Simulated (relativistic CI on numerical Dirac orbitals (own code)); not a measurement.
## Sensitivity of the levels of Re⁵⁴⁺ to α and to the nuclear radius

These numbers are calculated, not measured: Dirac-Coulomb-Breit CI, orbitals from a KLI potential per configuration, derivatives by finite differences, unscaled Slater integrals, QED left out (own radial code, finite nucleus).

CI space (outside the closed core [Ne]): 3s²3p⁶3d³, 3s²3p⁵3d⁴, 3s3p⁶3d⁴, 3p⁶3d⁵, 3s²3p⁶3d²4s, 3s²3p⁶3d²4p, 3s²3p⁶3d²4d, 3s²3p⁵3d³4s. Levels of other configurations are missing.

With x = (α/α₀)² − 1 an excitation energy changes as ω = ω₀ + qx; K = 2q/ω₀ is the relative enhancement. Terms are leading LS components, so labels can repeat. The field-shift factor is F = δν/δ⟨r²⟩ for the transition from the lowest level.

Lowest level 3s²3p⁶3d³ ⁴F3/2.

| Level | ω₀ (cm⁻¹) | q (cm⁻¹) | F (GHz/fm²) |
| --- | --- | --- | --- |
| 3s²3p⁶3d³ ⁴F5/2 | 560617 | 642200 | 16.7 |
| 3s²3p⁶3d³ ⁴P3/2 | 614760 | 635700 | 16.4 |
| 3s²3p⁶3d³ ²H9/2 | 643027 | 626400 | 17.2 |
| 3s²3p⁶3d³ ²G7/2 | 645192 | 642700 | 17 |
| 3s²3p⁶3d³ ⁴P1/2 | 660701 | 637500 | 16.1 |
| 3s²3p⁶3d³ ²D5/2 | 859276 | 669400 | 17.7 |
| 3s²3p⁶3d³ ⁴F7/2 | 1195526 | 1.275e+06 | 33.4 |
| 3s²3p⁶3d³ ⁴F9/2 | 1233640 | 1.278e+06 | 34 |
| 3s²3p⁶3d³ ⁴P3/2 | 1281164 | 1.286e+06 | 32.8 |
| 3s²3p⁶3d³ ²P1/2 | 1306355 | 1.286e+06 | 33 |
| 3s²3p⁶3d³ ²H11/2 | 1312637 | 1.268e+06 | 34.7 |
| 3s²3p⁶3d³ ²D5/2 | 1318121 | 1.267e+06 | 31.8 |
| 3s²3p⁶3d³ ²F5/2 | 1392975 | 1.296e+06 | 33 |

At this charge energies of transitions that change n are usually good to better than 1 %, and those within a shell (Δn = 0) to a few per cent.

Question: Which transition from the lowest level has the largest |K|?

Answer: 3s²3p⁶3d³ ⁴F5/2 at 560617 cm⁻¹, K = 2.29.
